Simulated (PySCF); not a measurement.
H3O4Si, SMILES O[Si](O)([O])O, multiplicity 2. Coordinates come from a PBE-D3(BJ)/def2-SVP optimisation. The isomer is the one that the SMILES or the coordinates give; other isomers of the formula were not compared. Other conformers were not sampled.

Level of theory: PBE-D3(BJ)/def2-SVP (PySCF).

Harmonic wavenumbers (cm⁻¹): 109, 196, 214, 275, 299, 313, 320, 347, 730, 782, 795, 805, 823, 938, 976, 3737, 3759, 3774. Rotational constants (GHz): 4.339, 3.916, 3.621; symmetry number 1.

Q: Work out the zero-point energy and the ideal-gas rigid-rotor harmonic-oscillator thermochemistry at 298.15 K and 1 atm.

A: ZPE = ½ Σ hcν = ½ × 19193 cm⁻¹ = 114.80 kJ/mol. H − E(el) = 136.17 kJ/mol. Entropy in J/(mol K): translation 165.55, rotation 109.04, vibration 65.31, spin 5.76, total 345.66. G − E(el) = 33.11 kJ/mol. Cp = 108.94 J/(mol K). Modes under 150 cm⁻¹ make the vibrational entropy uncertain.
